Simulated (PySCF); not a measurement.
C2H7AlFN, SMILES C[N](C)[AlH][F]. Atoms are numbered in the order given.

```xyz
12

Al    -0.6329    -0.9277     0.0000
H     -2.1911    -1.2113     0.0000
F      0.4783    -2.1905     0.0000
N      0.0229     0.7352     0.0000
C      1.4413     1.0455     0.0000
C     -0.8315     1.9076     0.0000
H      1.7356     1.6428    -0.8966
H      1.7356     1.6428     0.8966
H      2.0444     0.1155     0.0000
H     -0.6587     2.5508     0.8967
H     -0.6587     2.5508    -0.8967
H     -1.9031     1.6174     0.0000
```

Geometry: PBE-D3(BJ)/def2-SVP. Other conformers were not sampled.

Level of theory: PySCF with B3LYP/def2-TZVP.

ESP charges are fitted to the potential on shells at 1.4 to 2.0 van der Waals radii. Atomic charges (e):

| atom | Löwdin | ESP fit |
|---|---|---|
| Al1 | 0.14 | 0.88 |
| H2 | -0.11 | -0.25 |
| F3 | -0.05 | -0.43 |
| N4 | -0.02 | -0.14 |
| C5 | -0.32 | -0.41 |
| C6 | -0.33 | -0.53 |
| H7 | 0.11 | 0.13 |
| H8 | 0.11 | 0.13 |
| H9 | 0.13 | 0.14 |
| H10 | 0.11 | 0.17 |
| H11 | 0.11 | 0.17 |
| H12 | 0.12 | 0.14 |
